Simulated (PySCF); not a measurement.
Computed Raman spectrum (relative Raman activity) of a molecule C2H7BOS. The structure is a stationary point at B3LYP-D3(BJ)/def2-SVP. Other conformers were not sampled. These are PySCF with B3LYP-D3(BJ)/def2-SVP values and carry that method's errors. Frequencies are harmonic and unscaled.

Lines under 2 % of the strongest are left out, and lines within 2 cm⁻¹ are merged.

```csv
ν (cm⁻¹),relative intensity
356,3.8
573,7.1
797,5.0
835,3.6
1070,3.4
1199,2.2
1317,2.1
1381,5.1
1439,7.9
1442,11
1471,8.6
1474,13
1500,2.7
2689,93
3013,88
3026,100
3090,34
3096,52
3127,65
3131,72
```

**Question.** Pick the molecule that these values belong to.
A) COBSC
B) CSB(C)O
C) COB(C)S

**Answer.** C, COB(C)S
